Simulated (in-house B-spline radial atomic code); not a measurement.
Orbital energies and mean radii along the 12-electron series, configuration [Ne] 3s2. The effective charge is n√(-2ε), a non-relativistic measure. Computed with a radial B-spline atomic code at the basis-set limit: Dirac-Hartree-Fock, average of the configuration, finite nuclei.

| ion | Z | energy of 3s1/2 (Eh) | mean radius of 3s1/2 (bohr) | energy of 2p3/2 (Eh) | mean radius of 2p3/2 (bohr) | energy of 2p1/2 (Eh) | mean radius of 2p1/2 (bohr) | energy of 1s1/2 (Eh) | mean radius of 1s1/2 (bohr) | effective charge of 3s1/2 |
| --- | --- | --- | --- | --- | --- | --- | --- | --- | --- | --- |
| Ba44+ | 56 | -130.47 | 0.25939 | -297.64 | 0.095876 | -312.24 | 0.090243 | -1492.54 | 0.025552 | 48.461 |
| La45+ | 57 | -136.26 | 0.25381 | -310.1 | 0.094 | -325.89 | 0.088266 | -1551.43 | 0.025041 | 49.525 |
| Ce46+ | 58 | ? | ? | ? | ? | ? | ? | ? | ? | ? |
| Pr47+ | 59 | ? | ? | ? | ? | ? | ? | ? | ? | ? |
| Nd48+ | 60 | -154.5 | 0.23827 | -349.01 | 0.088774 | -368.87 | 0.082731 | -1736 | 0.023604 | 52.734 |
| Pm49+ | 61 | -160.86 | 0.23345 | -362.51 | 0.087153 | -383.89 | 0.081006 | -1800.2 | 0.023154 | 53.81 |
| Sm50+ | 62 | ? | ? | ? | ? | ? | ? | ? | ? | ? |
| Eu51+ | 63 | -174.03 | 0.22429 | -390.29 | 0.084076 | -415.01 | 0.077718 | -1932.7 | 0.022295 | 55.969 |
| Gd52+ | 64 | -180.84 | 0.21994 | -404.57 | 0.082613 | -431.1 | 0.076149 | -2001.05 | 0.021884 | 57.053 |
| Tb53+ | 65 | -187.8 | 0.21573 | -419.11 | 0.081198 | -447.57 | 0.074628 | -2070.82 | 0.021484 | 58.141 |
| Dy54+ | 66 | -194.91 | 0.21165 | -433.92 | 0.079828 | -464.42 | 0.07315 | -2142 | 0.021096 | 59.231 |
| Ho55+ | 67 | -202.18 | 0.20769 | -449 | 0.078501 | -481.64 | 0.071715 | -2214.65 | 0.020718 | 60.326 |
| Er56+ | 68 | -209.6 | 0.20386 | -464.34 | 0.077216 | -499.25 | 0.07032 | -2288.76 | 0.02035 | 61.423 |

Q: Fill in the row of Ce46+.

A: energy of 3s1/2 (Eh): -142.2; mean radius of 3s1/2 (bohr): 0.24844; energy of 2p3/2 (Eh): -322.81; mean radius of 2p3/2 (bohr): 0.092194; energy of 2p1/2 (Eh): -339.87; mean radius of 2p1/2 (bohr): 0.086357; energy of 1s1/2 (Eh): -1611.63; mean radius of 1s1/2 (bohr): 0.024547; effective charge of 3s1/2: 50.592.

Q: Fill in the row of Pr47+.

A: energy of 3s1/2 (Eh): -148.28; mean radius of 3s1/2 (bohr): 0.24326; energy of 2p3/2 (Eh): -335.78; mean radius of 2p3/2 (bohr): 0.090453; energy of 2p1/2 (Eh): -354.2; mean radius of 2p1/2 (bohr): 0.084513; energy of 1s1/2 (Eh): -1673.15; mean radius of 1s1/2 (bohr): 0.024068; effective charge of 3s1/2: 51.662.

Q: Fill in the row of Sm50+.

A: energy of 3s1/2 (Eh): -167.37; mean radius of 3s1/2 (bohr): 0.22879; energy of 2p3/2 (Eh): -376.27; mean radius of 2p3/2 (bohr): 0.085588; energy of 2p1/2 (Eh): -399.27; mean radius of 2p1/2 (bohr): 0.079336; energy of 1s1/2 (Eh): -1865.76; mean radius of 1s1/2 (bohr): 0.022718; effective charge of 3s1/2: 54.888.

Q: How does the screening of 3s1/2 change?

A: Z less the effective charge goes from 7.54 at Z = 56 to 6.58 at Z = 68.
